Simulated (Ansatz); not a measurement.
`[F][In]([F])[F]` + `N[Si](N)(N)O` → `[OH][In]([F])[F]` + `N[Si](N)(N)F`  (redistribution)

Isolated molecules relaxed with PBE0-D4/def2-TZVP in Ansatz; ΔE leaves out vibrations. CCSD(T)/CBS adds triple-zeta CCSD(T) − MP2 to the extrapolated MP2 energy (def2 sets, frozen cores). Functionals use def2-TZVPP. def2 core potentials past Kr. For In outer-core shells are correlated without core-valence functions, which leaves a few kJ/mol of doubt a bond. Each species was taken in one conformer, which may not be the lowest.

`[F][In]([F])[F]`:

```xyz
4

F    -1.349    1.178   -0.688
In    0.000    0.000    0.000
F     1.646   -0.237   -0.957
F    -0.297   -0.941    1.645
```

`N[Si](N)(N)O`:

Z-matrix (Å, degrees):
```
Si
N 1 1.706
N 1 1.720 2 123.3
N 1 1.706 2 105.4 3 117.2
O 1 1.651 2 101.0 3 -116.5
H 2 1.005 1 121.7 3 -63.1
H 2 1.005 1 120.3 3 88.5
H 3 1.007 1 119.1 2 72.9
H 3 1.007 1 119.3 2 -67.7
H 4 1.006 1 119.9 2 41.3
H 4 1.006 1 121.1 2 -170.2
H 5 0.958 1 114.8 2 169.6
```

`[OH][In]([F])[F]`:

Cartesian coordinates in Å:
```
O 1.082 1.066 -0.148
In -0.374 -0.178 0.240
F -1.554 0.010 1.746
F -0.716 -1.705 -0.898
H 1.561 0.808 -0.941
```

`N[Si](N)(N)F`:

Z-matrix (Å, degrees):
```
Si
N 1 1.698
N 1 1.698 2 110.6
N 1 1.699 2 110.1 3 122.4
F 1 1.608 2 108.6 3 -118.7
H 2 1.004 1 120.4 3 -120.3
H 2 1.005 1 123.3 3 82.1
H 3 1.005 1 123.2 2 -153.9
H 3 1.004 1 120.4 2 3.1
H 4 1.005 1 123.1 2 82.0
H 4 1.004 1 120.2 2 -122.1
```

```tsv
species	r2SCAN0 energy (Eh)
`[F][In]([F])[F]`	-489.74813
`N[Si](N)(N)O`	-533.28768
`[OH][In]([F])[F]`	-465.71858
`N[Si](N)(N)F`	-557.32725
```

(1) Work out ΔE.

Largest T1 diagnostic among the species: 0.018.

Answers

(1) ΔE = (-465.71858) + (-557.32725) − (-489.74813) − (-533.28768) = -0.01002 Eh = -26.3 kJ/mol. CCSD(T)/CBS gives -28.6 kJ/mol.

Leaving LDA and LC-ωPBE aside and taking each functional with its dispersion term where it has one, the values, not all of them listed here, spread over 6.3 kJ/mol, from B2PLYP to revPBE-D4. LDA lies −4.3 kJ/mol from PBE without D4. At CCSD(T), def2-SVP lies +8.1 kJ/mol from the extrapolated value and def2-TZVPP +1.3 kJ/mol. In def2-TZVPP, CCSD(T) changes the Hartree–Fock value by −3.3 kJ/mol (the triples alone add +0.4 kJ/mol) and MP2 by −5.0 kJ/mol.
